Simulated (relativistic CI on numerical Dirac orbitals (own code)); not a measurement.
## Nd4+ (4f2) in a crystal field

Calculated by Dirac-Coulomb-Breit CI, orbitals from a KLI potential per configuration, model QED, valence Slater integrals scaled by 0.75, one configuration in a parametric crystal field (own radial code).

Field parameters in Wybourne normalisation; cubic f-shell fields have B⁴₄ = √(5/14) B⁴₀ and B⁶₄ = −√(7/2) B⁶₀. The field is a parameter set, without covalency.

S and J are read from ⟨S²⟩ = S(S + 1) and ⟨J²⟩ = J(J + 1) of each level; they are not fictitious spins.

D4h, B20 = 3460, B40 = 2660, B44 = -240, B60 = 480, B64 = 1050 cm⁻¹, the lowest 10 levels:

| E (cm⁻¹) | Degeneracy | Irrep | S | J |
| --- | --- | --- | --- | --- |
| 0.0 | 1 | A1 | 0.98 | 4.02 |
| 9.1 | 1 | A2 | 0.98 | 4.02 |
| 1280 | 2 | E | 0.98 | 4.01 |
| 1448 | 1 | A1 | 0.97 | 3.94 |
| 1538 | 2 | E | 0.97 | 3.99 |
| 1663 | 1 | B1 | 0.97 | 4.00 |
| 1791 | 1 | B2 | 0.97 | 4.00 |
| 2790 | 2 | E | 1.00 | 4.99 |
| 3819 | 1 | A1 | 1.00 | 4.98 |
| 3859 | 1 | A2 | 1.00 | 5.00 |

Oh, B40 = -1920, B60 = 910 cm⁻¹, the lowest 10 levels:

```csv
E (cm⁻¹),Degeneracy,Irrep,S,J
0.0,3,T2,0.97,4.00
349,1,A1,0.98,4.00
438,3,T1,0.97,4.02
545,2,E,0.97,4.00
2923,2,E,1.00,4.98
2943,3,T1,1.00,4.99
3220,3,T1,1.00,5.00
3269,3,T2,1.00,4.96
5549,3,T2,1.00,5.76
5707,1,A1,1.00,5.99
```

D4h, B20 = -1310, B40 = -1050, B44 = 290, B60 = 750, B64 = 1010 cm⁻¹, the lowest 10 levels:

| E (cm⁻¹) | Degeneracy | Irrep | S | J |
| --- | --- | --- | --- | --- |
| 0.0 | 1 | A1 | 0.98 | 3.99 |
| 29.6 | 1 | B1 | 0.97 | 4.00 |
| 53.5 | 2 | E | 0.97 | 4.00 |
| 206 | 2 | E | 0.97 | 4.00 |
| 287 | 1 | B2 | 0.97 | 4.00 |
| 692 | 1 | A2 | 0.97 | 4.02 |
| 723 | 1 | A1 | 0.97 | 4.01 |
| 2808 | 1 | B2 | 1.00 | 4.99 |
| 2809 | 2 | E | 1.00 | 4.99 |
| 2824 | 1 | A2 | 1.00 | 4.99 |

The next free-ion level lies 2788 cm⁻¹ above the lowest; the field splits the ground level into components whose J stays near 4 as long as their spread is small against that gap.

Levels of this model without a field, named by their leading LS term (the scale mimics covalency, so terms lie below those of the real free ion): ³H4 0, ³H5 2788, ³H6 5597, ³F2 5889, ¹G4 7559, ³F3 7707, ³F4 11248, ¹D2 20197 cm⁻¹.
